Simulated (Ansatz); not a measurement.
A run on C2H4ClFSi (`C=C[SiH](F)Cl`) with other settings.

```yaml
crystal:
  periodic: [false, false, false]
  atoms:
    - {symbol: C, position_ang: [0.783134, 0.412942, 1.291378]}
    - {symbol: C, position_ang: [0.544008, 0.307565, 0.011256]}
    - {symbol: Si, position_ang: [-0.827294, -0.764600, -0.782866]}
    - {symbol: F, position_ang: [-0.132652, -1.952729, -1.635254]}
    - {symbol: Cl, position_ang: [-1.793895, 0.225747, -2.116071]}
    - {symbol: H, position_ang: [0.005834, 0.306237, 2.041660]}
    - {symbol: H, position_ang: [1.471619, 1.339506, 1.587994]}
    - {symbol: H, position_ang: [1.483679, 0.763786, -0.800994]}
    - {symbol: H, position_ang: [-1.647074, -1.018576, 0.336751]}
basis:
  gaussian: {orbitals: aug-pcseg-2}
hamiltonian: {xc: {name: rPW86-PBE}}
accuracy: high
```

```sh
$ ansatz run in.yaml --threads 4 --pin off --events-out ev --progress --plain --max-ram 10444MiB
```

Shortened log:

```
Functional definition: rPW86-PBE
5085 factors; integrals over basis functions are off by at most 3.7e-9 eV
mean field evaluation 1: about -25275.0227 eV, gradient 7.6e1 eV
mean field evaluation 2: about -25233.6364 eV, gradient 1.4e2 eV
mean field evaluation 4: about -25288.2531 eV, gradient 9.4e0 eV
mean field evaluation 8: about -25288.4620 eV, gradient 2.1e-1 eV
mean field evaluation 16: about -25288.4621 eV, gradient 6.4e-5 eV
mean field -25288.46206179 eV, -929.3338396354 hartree, gradient 6.8e-8 eV, S^2 0.000000; 0 other end points of the search recorded, 0 dependent functions left out
reference -25288.46208325 eV, -929.3338404241 hartree; 28, 28 occupied and 302, 302 virtual orbitals, 5085 factors
Total energy: -25288.46208325 eV, -929.3338404241 hartree
```

Run time 27 s (4 threads of an AMD EPYC 7B13 on a shared host); peak host memory 3.5 GiB.
